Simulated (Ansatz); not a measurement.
This geometry of BrGaH4 (6 atoms, charge 0, multiplicity 1) is a first-order saddle point.

Computed with Ansatz, RKS PBE0/def2-TZVP.

```xyz
6
Properties=species:S:1:pos:R:3
Ga 0.008 -0.049 0.021
H 0.013 0.113 1.667
H 1.416 0.115 -0.612
H -1.415 0.038 -0.595
Br 0.085 -2.603 1.058
H 0.048 -1.158 1.677
```

Which two structures does it join? (They come from a converged band through this point; their orientation in space is the band's.)

Bonds broken: Ga1–H2, Br5–H6. Bonds formed: Ga1–Br5, H2–H6. BrGaH4 becomes BrGaH2 + H2.

Initial state:

```xyz
6
Properties=species:S:1:pos:R:3
Ga 0.000 0.206 -0.001
H -0.009 0.753 1.474
H 1.359 0.102 -0.778
H -1.359 0.025 -0.766
Br 0.080 -2.522 0.963
H 0.086 -2.107 2.324
```

Final state:

```xyz
6
Properties=species:S:1:pos:R:3
Ga 0.022 -0.609 -0.300
H 0.010 0.306 2.121
H 1.409 0.078 -0.462
H -1.403 0.001 -0.444
Br 0.086 -2.885 0.056
H 0.032 -0.434 2.245
```

How far does it lie above each of them?

0.152 eV above the first and 1.256 eV above the second. This is the barrier of this one path; another mechanism may lie lower. The orbitals stay closed-shell, which can raise the energy where a bond breaks towards radicals; this wasn't checked here.

The run took 54 s on 4 threads of Arm Neoverse V2, on a shared host, peak memory 0.27 GiB.
